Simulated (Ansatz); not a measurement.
Consider the formal exchange of groups at the Si–Si bond: `[SiH3][SiH2][SiH2][SiH2][SiH2][SiH3]` + BH₃ → `B[SiH2][SiH2][SiH3]` + trisilane.

Computed with Ansatz on PBE0-D4/def2-TZVP structures; ΔE is electronic, products minus reactants. CBS: MP2 limit from def2 TZ/QZ plus the TZ coupled-cluster correction, frozen cores. This one scheme is used for every species. DFT in def2-TZVPP. B3LYP here is the variant with VWN-RPA as its local correlation; programs differ in this. HSE06 is defined as in plane-wave codes. Each species was taken in one conformer, which may not be the lowest.

| level | ΔE (kcal/mol) | difference from CCSD(T)/CBS |
| --- | --- | --- |
| PBE-D4 | 6.0 | -0.7 |
| revPBE-D4 | 6.5 | -0.2 |
| BLYP-D4 | 6.3 | -0.4 |
| r2SCAN-D4 | 5.3 | -1.4 |
| B97M-V | 4.9 | -1.8 |
| PBE0-D4 | 6.9 | 0.2 |
| B3LYP-D4 | 6.8 | 0.1 |
| r2SCANh-D4 | 5.7 | -1.0 |
| HSE06-D4 | 6.8 | 0.1 |
| BHLYP-D4 | 7.7 | 1.0 |
| CAM-B3LYP-D4 | 6.0 | -0.7 |
| ωB97M-V | 6.0 | -0.7 |
| PBE-QIDH | 5.8 | -0.9 |
| PBE | 2.8 | -3.9 |
| revPBE | 1.3 | -5.4 |
| r2SCAN | 4.1 | -2.6 |
| PBE0 | 3.7 | -3.0 |
| B3LYP | 1.7 | -5.0 |
| r2SCANh | 4.4 | -2.3 |
| r2SCAN0 | 4.7 | -2.0 |
| HSE06 | 3.7 | -3.0 |
| BHLYP | 2.8 | -3.9 |
| CAM-B3LYP | 2.5 | -4.2 |
| LC-ωPBE | 4.1 | -2.6 |
| RPA@PBE/def2-TZVPP | 5.9 | -0.8 |
| HF/def2-SVP | 2.8 | -3.9 |
| MP2/def2-SVP | 6.6 | -0.1 |
| CCSD/def2-SVP | 5.0 | -1.7 |
| CCSD(T)/def2-SVP | 5.5 | -1.2 |
| HF/def2-TZVPP | 2.4 | -4.3 |
| MP2/def2-TZVPP | 7.2 | 0.5 |
| SCS-MP2/def2-TZVPP | 6.0 | -0.7 |
| CCSD/def2-TZVPP | 5.4 | -1.3 |
| CCSD(T)/def2-TZVPP | 6.1 | -0.6 |
| HF/def2-QZVPP | 2.3 | -4.4 |
| MP2/def2-QZVPP | 7.5 | 0.8 |
| SCS-MP2/def2-QZVPP | 6.3 | -0.4 |
| HF/CBS(def2) | 2.3 | -4.4 |
| MP2/CBS(def2) | 7.8 | 1.1 |
| CCSD/CBS(def2) | 5.9 | -0.8 |
| CCSD(T)/CBS | 6.7 | 0 |

Largest T1 diagnostic among the species: 0.014.

From BLYP to BHLYP (50 % exact exchange), in def2-TZVPP and without D4, ΔE moves by +2.4 kcal/mol. In def2-TZVPP, CCSD(T) changes the Hartree–Fock value by +3.7 kcal/mol (the triples alone add +0.8 kcal/mol) and MP2 by +4.8 kcal/mol. The D4 term adds +5.1 kcal/mol with B3LYP and +3.2 kcal/mol with PBE0; it sums over pairs of atoms, weighted by their polarisabilities, and B3LYP, whose exchange is more repulsive, gets the larger term.
